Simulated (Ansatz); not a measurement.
`C[NH][Zr]([OH])([NH]C)[NH]C` + `F[SiH](F)[SiH3]` → `C[NH][Zr]([F])([NH]C)[NH]C` + `O[SiH](F)[SiH3]`  (redistribution)

Program: Ansatz. Geometries: PBE0-D4/def2-TZVP. ΔE: electronic, gas phase. CBS: MP2 limit from def2 TZ/QZ plus the TZ coupled-cluster correction, frozen cores. DFT in def2-TZVPP. Elements past krypton have def2 core potentials. For Zr outer-core shells are correlated without core-valence functions, which leaves a few kJ/mol of doubt a bond. One conformer a species, not always the lowest.

| level | ΔE (kcal/mol) | difference from CCSD(T)/CBS |
| --- | --- | --- |
| LDA (SPW92) | -5.6 | -2.0 |
| BLYP-D4 | -5.3 | -1.7 |
| r2SCAN-D4 | -5.6 | -2.0 |
| B97M-V | -5.3 | -1.7 |
| CAM-B3LYP-D4 | -4.8 | -1.2 |
| B2PLYP | -4.6 | -1.0 |
| PBE | -6.1 | -2.5 |
| RPA@PBE/def2-TZVPP | -4.1 | -0.5 |
| MP2/def2-SVP | -4.8 | -1.2 |
| CCSD/def2-SVP | -4.7 | -1.1 |
| CCSD/def2-TZVPP | -3.8 | -0.2 |
| HF/def2-QZVPP | -3.5 | 0.1 |
| MP2/def2-QZVPP | -3.4 | 0.2 |
| SCS-MP2/def2-QZVPP | -3.5 | 0.1 |
| HF/CBS(def2) | -3.5 | 0.1 |
| MP2/CBS(def2) | -3.3 | 0.3 |
| CCSD(T)/CBS | -3.6 | 0 |

Largest T1 diagnostic among the species: 0.016.

From BLYP to BHLYP (50 % exact exchange), in def2-TZVPP and without D4, ΔE moves by +0.8 kcal/mol. Leaving LDA and LC-ωPBE aside and taking each functional with its dispersion term where it has one, the values, not all of them listed here, spread over 2.0 kcal/mol, from revPBE-D4 to BHLYP-D4.

CCSD(T)/CBS has its own doubt, a few kJ/mol and more with outer-core shells, so smaller differences from it don't rank the levels.
